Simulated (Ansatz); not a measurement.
Calculated with Ansatz (gas phase, PBE0-D4/def2-TZVP geometries, no zero-point term in ΔE). CBS: MP2 limit from def2 TZ/QZ plus the TZ coupled-cluster correction, frozen cores. Functionals use def2-TZVPP. B3LYP here is the variant with VWN-RPA as its local correlation; programs differ in this. Each species was taken in one conformer, which may not be the lowest.

`C[CH2][AlH][O][SiH3]` → `[CH3][AlH][O]C[SiH3]`  (isomerisation)

`C[CH2][AlH][O][SiH3]`:

```xyz
14

C    -1.209   -0.165    1.447
C     0.277   -0.165    1.804
Al    1.522   -0.011    0.310
O     0.916    0.129   -1.260
Si    0.009    0.255   -2.598
H    -1.846   -0.251    2.333
H    -1.465   -0.995    0.783
H    -1.500    0.751    0.927
H     0.537   -1.075    2.361
H     0.501    0.651    2.506
H     3.097   -0.010    0.467
H    -1.435    0.368   -2.251
H     0.195   -0.945   -3.457
H     0.401    1.463   -3.372
```

`[CH3][AlH][O]C[SiH3]`:

```xyz
14

C    -2.306    1.914    0.096
Al   -1.113    0.589    0.859
O    -0.314   -0.461   -0.206
C     0.634   -1.482   -0.008
Si    2.295   -0.962   -0.746
H    -3.319    1.812    0.497
H    -2.361    1.833   -0.992
H    -1.975    2.928    0.343
H    -0.821    0.398    2.408
H     0.766   -1.725    1.056
H     0.289   -2.404   -0.494
H     3.316   -2.026   -0.533
H     2.753    0.287   -0.077
H     2.157   -0.702   -2.202
```

| level | ΔE (kJ/mol) | difference from CCSD(T)/CBS |
| --- | --- | --- |
| PBE-D4 | 146.8 | -22.2 |
| PBE0-D4 | 157.0 | -12.0 |
| ωB97X-V | 161.3 | -7.7 |
| ωB97M-V | 162.3 | -6.7 |
| r2SCAN | 160.5 | -8.5 |
| PBE0 | 156.1 | -12.9 |
| B3LYP | 159.7 | -9.3 |
| MP2/def2-TZVPP | 174.6 | 5.6 |
| SCS-MP2/def2-TZVPP | 174.4 | 5.4 |
| CCSD(T)/def2-TZVPP | 167.1 | -1.9 |
| HF/def2-QZVPP | 182.9 | 13.9 |
| MP2/def2-QZVPP | 176.2 | 7.2 |
| SCS-MP2/def2-QZVPP | 176.0 | 7.0 |
| HF/CBS(def2) | 183.1 | 14.1 |
| MP2/CBS(def2) | 176.4 | 7.4 |
| CCSD/CBS(def2) | 172.0 | 3.0 |
| CCSD(T)/CBS | 169.0 | 0 |

Largest T1 diagnostic among the species: 0.012.

From PBE to PBE0 (25 % exact exchange), in def2-TZVPP and without D4, ΔE moves by +10.2 kJ/mol. In def2-TZVPP, CCSD(T) changes the Hartree–Fock value by −14.2 kJ/mol (the triples alone add −3.0 kJ/mol) and MP2 by −6.7 kJ/mol.
